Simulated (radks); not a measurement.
Effect of the nuclear size on neutral sulfur, [Ne] 3s2 3p4. All-electron calculation, Dirac Kohn-Sham, PBE, spin-unpolarised, spherical densities, finite nucleus; open shells fill j = l - 1/2 first; Fermi nuclear charge, rms radius 3.2611 fm. Program: a radial shooting solver on a logarithmic mesh with Libxc functionals. The rms radius is varied about that value; shifts are against it.

rms radius (fm),total energy shift (eV),density at nucleus (e/bohr^3),1s1/2 shift (meV),2s1/2 shift (meV)
2.7948,-0.00270,2955,-1.13,-0.080
3.0883,-0.00105,2950,-0.440,-0.031
3.2611,0,2947,0.000,0.000
3.4339,0.00111,2944,0.464,0.033
3.9003,0.00437,2938,1.83,0.129

Slopes of the eigenvalues against <r^2> in GHz/fm^2, as finite differences over the two radii next to the reference (eigenvalue slopes, not the field-shift constants of lines): 1s1/2 96.9, 2s1/2 6.85.
